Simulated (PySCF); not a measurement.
BaF, SMILES [F][Ba], multiplicity 2.

Geometry: B3LYP-D3(BJ)/def2-TZVPD. The spin state was assumed, not searched. The def2 effective core potentials stand for the cores of Ba; spin–orbit coupling is left out.

The numbers are results of PBE/def2-TZVPD (PySCF), not measurements.

The molecule is in vacuum.

Problem. Estimate the frontier levels, dipole moment and polarisability. (An estimate is asked for; the answer gives what the named calculation found.)

Solution. 
| Quantity | Value |
|---|---|
| α spin, highest occupied and lowest empty level | -2.97 and -1.57 eV |
| β spin, highest occupied and lowest empty level | -7.56 and -2.16 eV |
| dipole moment | 3.19 D |
| mean static polarisability | 261.6 bohr³ (38.76 Å³) |
| polarisability, principal values | 187.1, 298.8, 298.8 bohr³ |
| ⟨S²⟩ | 0.750 (pure state 0.75) |
